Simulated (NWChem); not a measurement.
System: Zn cation, doublet

Parts of the log:

```
             Northwest Computational Chemistry Package (NWChem) 7.3.0
             --------------------------------------------------------

                             Geometry "geometry" -> ""
                             -------------------------

 Output coordinates in angstroms (scale by  1.889725989 to convert to a.u.)

  No.       Tag          Charge          X              Y              Z
 ---- ---------------- ---------- -------------- -------------- --------------
    1 Zn                  30.0000     0.00000000     0.00000000     0.00000000

 Effective nuclear repulsion energy (a.u.)       0.0000000000

  pbe96 is a nonlocal functional; adding pw91lda local functional.

                                 NWChem DFT Module
                                 -----------------

 Summary of "ao basis" -> "ao basis" (spherical)
 ------------------------------------------------------------------------------
       Tag                 Description            Shells   Functions and Types
 ---------------- ------------------------------  ------  ---------------------
 Zn                          6-31g*                 12       34   5s4p2d1f

            General Information
            -------------------
          SCF calculation type: DFT
          Wavefunction type:  spin polarized.
          No. of atoms     :     1
          No. of electrons :    29
           Alpha electrons :    15
            Beta electrons :    14
          Charge           :     1
          Spin multiplicity:     2
          Use of symmetry is: off; symmetry adaption is: off
          Maximum number of iterations: 150
          AO basis - number of functions:    34
                     number of shells:    12
          Convergence on energy requested:  1.00D-06
          Convergence on density requested:  1.00D-05
          Convergence on gradient requested:  5.00D-04

              XC Information
              --------------
          PerdewBurkeErnzerhof Exchange Functional  1.000
            Perdew 1991 LDA Correlation Functional  1.000 local
           PerdewBurkeErnz. Correlation Functional  1.000 non-local

             Grid Information
             ----------------
          Grid used for XC integration:  coarse
          Radial quadrature: Mura-Knowles
          Angular quadrature: Lebedev.
          Tag              B.-S. Rad. Rad. Pts. Rad. Cut. Ang. Pts.
          ---              ---------- --------- --------- ---------
          Zn                  1.35       95           7.0       302
          Grid pruning is: on
          Number of quadrature shells:    95
          Spatial weights used:  Erf1

      Superposition of Atomic Density Guess
      -------------------------------------

 Sum of atomic energies:       -1777.48108771

 Renormalizing density from      30.00 to     29

      Non-variational initial energy
      ------------------------------

 Total energy =   -1741.016984
 1-e energy   =   -2401.789398
 2-e energy   =     660.772414
 HOMO         =      -0.701279
 LUMO         =      -0.241612

     ---------------------------------------------
      Total Density - Mulliken Population Analysis
     ---------------------------------------------

    Atom       Charge   Shell Charges
 -----------   ------   -------------------------------------------------------
    1 Zn  30    29.00   2.00  2.00  6.00  2.00  6.02  0.84 -0.03  0.16  0.01  7.87  2.13  0.00

     --------------------------------------------
      Spin Density - Mulliken Population Analysis
     --------------------------------------------

    Atom       Charge   Shell Charges
 -----------   ------   -------------------------------------------------------
    1 Zn  30     1.00   0.00  0.00  0.00 -0.00  0.00  0.85  0.00  0.16  0.00  0.00 -0.00  0.00

   convergence    iter        energy       DeltaE   RMS-Dens  Diis-err
 ---------------- ----- ----------------- --------- --------- ---------
 d= 0,ls=0.0,diis     1  -1777.7857192022 -1.78D+03  5.51D-02  3.33D+00
                                                     6.18D-02  3.27D+00
 d= 0,ls=0.5,diis     2  -1758.8420026905  1.89D+01  5.36D-02  3.16D+01
                                                     6.02D-02  1.90D+01
 d= 0,ls=0.5,diis     3  -1778.2661787729 -1.94D+01  8.60D-03  8.30D-01
                                                     7.36D-03  8.82D-01
 d= 0,ls=0.5,diis     4  -1778.4157125698 -1.50D-01  1.11D-03  8.31D-02
                                                     8.12D-04  7.17D-02
 d= 0,ls=0.5,diis     5  -1778.4261310399 -1.04D-02  6.46D-04  1.86D-02
                                                     5.41D-04  1.69D-02
  Resetting Diis
 d= 0,ls=0.5,diis     6  -1778.4290326226 -2.90D-03  2.16D-04  1.29D-03
                                                     1.51D-04  1.18D-03
 d= 0,ls=0.5,diis     7  -1778.4292416354 -2.09D-04  1.33D-04  6.20D-05
                                                     8.66D-05  5.56D-05
 d= 0,ls=0.5,diis     8  -1778.4292430770 -1.44D-06  5.19D-05  5.55D-05
                                                     3.73D-05  5.67D-05
 d= 0,ls=0.5,diis     9  -1778.4292527600 -9.68D-06  2.09D-05  1.89D-06
                                                     7.15D-06  1.86D-06
 d= 0,ls=0.5,diis    10  -1778.4292531336 -3.74D-07  1.09D-05  6.87D-08
                                                     1.98D-06  5.09D-08
 d= 0,ls=0.5,diis    11  -1778.4292531602 -2.66D-08  6.01D-06  6.63D-09
                                                     1.17D-06  1.96D-09

         Total DFT energy =    -1778.429253166365
      One electron energy =    -2473.136111710555
           Coulomb energy =      765.410222741553
    Exchange-Corr. energy =      -70.703364197364
 Nuclear repulsion energy =        0.000000000000

 Numeric. integr. density =       29.000000005089

                    DFT Final Alpha Molecular Orbital Analysis
                    ------------------------------------------

 Vector   13  Occ=1.000000D+00  E=-6.438699D-01
              MO Center= -6.6D-16,  4.3D-16,  2.5D-16, r^2= 2.6D-01
   Bfn.  Coefficient  Atom+Function         Bfn.  Coefficient  Atom+Function
  ----- ------------  ---------------      ----- ------------  ---------------
    18      0.659744  1 Zn d -2              23      0.391144  1 Zn d -2
    22      0.286226  1 Zn d  2              21     -0.184050  1 Zn d  1
    27      0.169695  1 Zn d  2              26     -0.109118  1 Zn d  1
    19     -0.049442  1 Zn d -1              20     -0.032945  1 Zn d  0
    24     -0.029313  1 Zn d -1

 Vector   14  Occ=1.000000D+00  E=-6.438698D-01
              MO Center= -3.3D-16, -8.9D-17,  3.7D-16, r^2= 2.6D-01
   Bfn.  Coefficient  Atom+Function         Bfn.  Coefficient  Atom+Function
  ----- ------------  ---------------      ----- ------------  ---------------
    21      0.703752  1 Zn d  1              26      0.417236  1 Zn d  1
    19     -0.168931  1 Zn d -1              18      0.143730  1 Zn d -2
    24     -0.100155  1 Zn d -1              22      0.095654  1 Zn d  2
    23      0.085214  1 Zn d -2              27      0.056711  1 Zn d  2
    20      0.031287  1 Zn d  0

 Vector   15  Occ=1.000000D+00  E=-4.985478D-01
              MO Center= -5.7D-16,  7.1D-16,  1.6D-15, r^2= 2.0D+00
   Bfn.  Coefficient  Atom+Function         Bfn.  Coefficient  Atom+Function
  ----- ------------  ---------------      ----- ------------  ---------------
    10      0.871044  1 Zn s                  6     -0.252757  1 Zn s
    14     -0.180593  1 Zn s                  2      0.117598  1 Zn s
     1      0.025830  1 Zn s

 Vector   16  Occ=0.000000D+00  E=-2.828695D-01
              MO Center=  2.4D-15,  1.6D-17, -7.2D-16, r^2= 3.5D+00
   Bfn.  Coefficient  Atom+Function         Bfn.  Coefficient  Atom+Function
  ----- ------------  ---------------      ----- ------------  ---------------
    11      0.665082  1 Zn px                15      0.343036  1 Zn px
    13     -0.227116  1 Zn pz                 7     -0.131600  1 Zn px
    12      0.128519  1 Zn py                17     -0.117142  1 Zn pz
     3      0.066667  1 Zn px                16      0.066287  1 Zn py
     9      0.044940  1 Zn pz                 8     -0.025430  1 Zn py

 Vector   17  Occ=0.000000D+00  E=-2.828686D-01
              MO Center= -5.9D-16, -9.6D-16, -2.3D-15, r^2= 3.5D+00
   Bfn.  Coefficient  Atom+Function         Bfn.  Coefficient  Atom+Function
  ----- ------------  ---------------      ----- ------------  ---------------
    13      0.628633  1 Zn pz                17      0.324239  1 Zn pz
    12      0.301285  1 Zn py                11      0.156450  1 Zn px
    16      0.155398  1 Zn py                 9     -0.124388  1 Zn pz
    15      0.080694  1 Zn px                 5      0.063013  1 Zn pz
     8     -0.059616  1 Zn py                 7     -0.030957  1 Zn px

 Vector   18  Occ=0.000000D+00  E=-2.828685D-01
              MO Center=  2.0D-16,  5.0D-16, -2.9D-16, r^2= 3.5D+00
   Bfn.  Coefficient  Atom+Function         Bfn.  Coefficient  Atom+Function
  ----- ------------  ---------------      ----- ------------  ---------------
    12      0.634932  1 Zn py                16      0.327489  1 Zn py
    13     -0.252325  1 Zn pz                11     -0.208859  1 Zn px
    17     -0.130145  1 Zn pz                 8     -0.125635  1 Zn py
    15     -0.107726  1 Zn px                 4      0.063645  1 Zn py
     9      0.049928  1 Zn pz                 7      0.041327  1 Zn px

                     DFT Final Beta Molecular Orbital Analysis
                     -----------------------------------------

 Vector   12  Occ=1.000000D+00  E=-6.367753D-01
              MO Center=  2.7D-17,  2.3D-16,  1.9D-17, r^2= 2.6D-01
   Bfn.  Coefficient  Atom+Function         Bfn.  Coefficient  Atom+Function
  ----- ------------  ---------------      ----- ------------  ---------------
    18      0.650897  1 Zn d -2              23      0.378363  1 Zn d -2
    22     -0.244301  1 Zn d  2              19     -0.237701  1 Zn d -1
    27     -0.142011  1 Zn d  2              21      0.141284  1 Zn d  1
    24     -0.138174  1 Zn d -1              26      0.082127  1 Zn d  1
    20     -0.041950  1 Zn d  0

 Vector   13  Occ=1.000000D+00  E=-6.367753D-01
              MO Center=  2.5D-16,  2.3D-16, -1.6D-16, r^2= 2.6D-01
   Bfn.  Coefficient  Atom+Function         Bfn.  Coefficient  Atom+Function
  ----- ------------  ---------------      ----- ------------  ---------------
    21      0.670108  1 Zn d  1              26      0.389530  1 Zn d  1
    20      0.283548  1 Zn d  0              25      0.164825  1 Zn d  0
    18     -0.148852  1 Zn d -2              19     -0.093996  1 Zn d -1
    23     -0.086527  1 Zn d -2              24     -0.054639  1 Zn d -1
    22      0.033713  1 Zn d  2

 Vector   14  Occ=1.000000D+00  E=-6.367753D-01
              MO Center=  2.1D-16, -9.7D-17, -1.2D-16, r^2= 2.6D-01
   Bfn.  Coefficient  Atom+Function         Bfn.  Coefficient  Atom+Function
  ----- ------------  ---------------      ----- ------------  ---------------
    22      0.569034  1 Zn d  2              20     -0.432269  1 Zn d  0
    27      0.330776  1 Zn d  2              25     -0.251275  1 Zn d  0
    21      0.178240  1 Zn d  1              18      0.132674  1 Zn d -2
    26      0.103610  1 Zn d  1              23      0.077122  1 Zn d -2
    19     -0.039304  1 Zn d -1

 Vector   15  Occ=0.000000D+00  E=-4.339523D-01
              MO Center= -1.4D-15, -1.5D-15,  1.1D-15, r^2= 1.9D+00
   Bfn.  Coefficient  Atom+Function         Bfn.  Coefficient  Atom+Function
  ----- ------------  ---------------      ----- ------------  ---------------
    10      0.927233  1 Zn s                  6     -0.250098  1 Zn s
     2      0.120948  1 Zn s                 14     -0.116244  1 Zn s
     1      0.026054  1 Zn s

 Vector   16  Occ=0.000000D+00  E=-2.055551D-01
              MO Center=  7.3D-16, -1.5D-15,  1.7D-16, r^2= 3.4D+00
   Bfn.  Coefficient  Atom+Function         Bfn.  Coefficient  Atom+Function
  ----- ------------  ---------------      ----- ------------  ---------------
    12      0.652857  1 Zn py                16      0.314305  1 Zn py
    13     -0.248519  1 Zn pz                11     -0.211399  1 Zn px
     8     -0.126283  1 Zn py                17     -0.119644  1 Zn pz
    15     -0.101774  1 Zn px                 4      0.064491  1 Zn py
     9      0.048071  1 Zn pz                 7      0.040891  1 Zn px

 Vector   17  Occ=0.000000D+00  E=-2.055538D-01
              MO Center=  3.7D-17,  2.4D-16,  1.3D-15, r^2= 3.4D+00
   Bfn.  Coefficient  Atom+Function         Bfn.  Coefficient  Atom+Function
  ----- ------------  ---------------      ----- ------------  ---------------
    13      0.645498  1 Zn pz                17      0.310763  1 Zn pz
    12      0.298706  1 Zn py                11      0.163643  1 Zn px
    16      0.143806  1 Zn py                 9     -0.124860  1 Zn pz
    15      0.078783  1 Zn px                 5      0.063764  1 Zn pz
     8     -0.057779  1 Zn py                 7     -0.031654  1 Zn px

     ---------------------------------------------
      Total Density - Mulliken Population Analysis
     ---------------------------------------------

    Atom       Charge   Shell Charges
 -----------   ------   -------------------------------------------------------
    1 Zn  30    29.00   2.00  2.00  6.00  2.00  6.00  0.85  0.00  0.15 -0.00  6.83  3.17  0.00

     --------------------------------------------
      Spin Density - Mulliken Population Analysis
     --------------------------------------------

    Atom       Charge   Shell Charges
 -----------   ------   -------------------------------------------------------
    1 Zn  30     1.00   0.00  0.00 -0.00 -0.00 -0.00  0.85  0.00  0.15 -0.00 -0.03  0.03  0.00

     -------------------------------------------
      Total Density - Lowdin Population Analysis
     -------------------------------------------

    Atom       Charge   Shell Charges
 -----------   ------   -------------------------------------------------------
    1 Zn  30    29.00   2.00  2.00  5.99  1.98  5.96  0.70  0.04  0.32  0.00  6.69  3.31  0.00

     ------------------------------------------
      Spin Density - Lowdin Population Analysis
     ------------------------------------------

    Atom       Charge   Shell Charges
 -----------   ------   -------------------------------------------------------
    1 Zn  30     1.00   0.00  0.00 -0.00  0.02 -0.00  0.68  0.00  0.30 -0.00 -0.03  0.03  0.00

   alpha - beta orbital overlaps
   -----------------------------

   alpha      1      2      3      4      5      6      7      8      9     10
    beta      1      2      3      4      5      6      8      9      7     10
 overlap   1.000  1.000  0.998  0.998  1.000  1.000  0.866  0.856  0.989  0.920

   alpha     11     12     13     14     15     16     17     18     19     20
    beta     11     14     12     13     15     18     17     16     19     22
 overlap   0.827  0.793  0.621  0.857  0.999  1.000  1.000  1.000  0.999  1.000

   alpha     21     22     23     24     25     26     27     28     29     30
    beta     21     20     27     26     25     23     24     34     33     32
 overlap   1.000  1.000  0.999  0.996  0.996  0.994  0.994  0.996  0.978  0.977

   alpha     31     32     33     34
    beta     30     31     28     29
 overlap   0.893  0.892  0.875  0.875

     --------------------------
     Expectation value of S2:
     --------------------------
      <S2> =      0.7502 (Exact =     0.7500)

[...]

                         DFT ENERGY GRADIENTS

    atom               coordinates                        gradient
                 x          y          z           x          y          z
   1 Zn      0.000000   0.000000   0.000000   -0.000000  -0.000000   0.000000
```

Level: PBE/6-31G* (spherical d), spin-unrestricted. No stability test was run on the SCF state.

### Question
Write an input that gives this output.

### Answer
This is not unique; one that fits is the input that was run:
```
start job
memory heap 200 mb stack 900 mb global 1100 mb
charge 1
geometry units angstroms noautoz
  Zn     0.000000     0.000000     0.000000
end
basis spherical
  * library 6-31g*
end
dft
  odft
  mult 2
  xc xpbe96 cpbe96
  grid coarse
  iterations 150
  mulliken
end
task dft gradient
```
